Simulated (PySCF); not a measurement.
**Vibration and rotation of AsH⁺**

UHF-CCSD(T) constants of AsH⁺, ²Π (doublet), unpaired electrons π ↑ (As def2-SVPD, H def2-SVPD; no relativity (PySCF 2.14); masses 74.9216 and 1.0078 u):

```
ωe              : 2209.7 cm⁻¹
ωexe            : 40.3 cm⁻¹
Be              : 7.2367 cm⁻¹
αe              : 0.202 cm⁻¹
D (centrifugal) : 0.000310 cm⁻¹
De to As⁺ + H   : 2.93 eV
```

(1) Give the vibrational terms G(v) and spacings up to v = 6.

(2) How well does the Morse estimate ωe²/(4ωexe) reproduce De, and what is D0?

Correlated steps freeze 9 core orbitals. Correlated levels converge slowly with the basis: in double zeta they bind strong bonds too weakly, by up to about 1 eV, and carry superposition errors of some tenths. Spin–orbit coupling is left out. For an ion De counts to the pair picked by the measured ionisation energies or electron affinities, which need not be the lowest pair at this level. The state is the lowest determinant that a PBE0 search found; another state may lie lower at other levels.

Answers

(1) G(v) = ωe(v+½) − ωexe(v+½)².

```tsv
v	G(v) (cm⁻¹)	G(v) − G(v−1)	Bv (cm⁻¹)
0	1095		7.136
1	3224	2129	6.934
2	5272	2049	6.732
3	7240	1968	6.530
4	9128	1887	6.328
5	10934	1807	6.126
6	12660	1726	5.924
```

(2) It gives 3.76 eV, 128 % of the computed De. D0 = De − G(0) = 2.93 − 0.14 = 2.79 eV.
